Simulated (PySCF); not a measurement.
## Correlation energy of Hf(3+) (hafnium, charge +3)

Starting occupation: [Xe] 4f14 5d1, 5d5/2 with m_j = +5/2. Computed with PySCF 2.14 in x2c-QZVPPall-2c, with X2C-1e with screened-nucleus spin-orbit coupling, Gaussian nucleus. Frozen: [Kr] 4d10 4f14; 9 electrons correlated; the 58 highest virtual spinors left out.

MP2 pair energies summed by pair of shells (mhartree):

| pair | energy | share (%) |
| --- | --- | --- |
| 5p1/2-5p3/2 | -50.55 | 27.5 |
| 5p3/2-5p3/2 | -49.10 | 26.7 |
| 5d5/2-5p3/2 | -20.80 | 11.3 |
| 5p3/2-5s1/2 | -20.59 | 11.2 |
| 5p1/2-5p1/2 | -13.67 | 7.4 |
| 5p1/2-5s1/2 | -10.34 | 5.6 |
| 5d5/2-5p1/2 | -9.01 | 4.9 |
| 5s1/2-5s1/2 | -5.97 | 3.2 |
| 5d5/2-5s1/2 | -3.74 | 2.0 |

Total MP2 correlation energy: -183.79 mhartree.

This basis was not built for core-valence correlation, so the inner-shell part is incomplete.
